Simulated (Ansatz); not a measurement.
Computed with Ansatz on PBE0-D4/def2-TZVP structures; ΔE is electronic, products minus reactants. CBS: MP2 limit from def2 TZ/QZ plus the TZ coupled-cluster correction, frozen cores. This one scheme is used for every species. DFT in def2-TZVPP. Each species was taken in one conformer, which may not be the lowest.

Reaction (silylene formation by 1,1-elimination): `C[Si](C)(F)S` → `CF` + `C[Si]S`

```json
{"species": "`C[Si](C)(F)S`", "revPBE-D4 energy (Eh)": "-868.01304"}
{"species": "`CF`", "revPBE-D4 energy (Eh)": "-139.76081"}
{"species": "`C[Si]S`", "revPBE-D4 energy (Eh)": "-728.10465"}
```

Work out ΔE.

ΔE = (-139.76081) + (-728.10465) − (-868.01304) = 0.14758 Eh = +387.5 kJ/mol. CCSD(T)/CBS gives +416.2 kJ/mol.

Largest T1 diagnostic among the species: 0.014.

From BLYP to BHLYP (50 % exact exchange), in def2-TZVPP and without D4, ΔE moves by +47.8 kJ/mol. Leaving LDA and LC-ωPBE aside and taking each functional with its dispersion term where it has one, the values, not all of them listed here, spread over 53.2 kJ/mol, from BLYP-D4 to r2SCAN0-D4. LDA lies +37.9 kJ/mol from PBE without D4. The D4 term adds +15.6 kJ/mol with B3LYP and +8.8 kJ/mol with PBE0; it sums over pairs of atoms, weighted by their polarisabilities, and B3LYP, whose exchange is more repulsive, gets the larger term.

B3LYP here is the variant with VWN-RPA as its local correlation; programs differ in this.
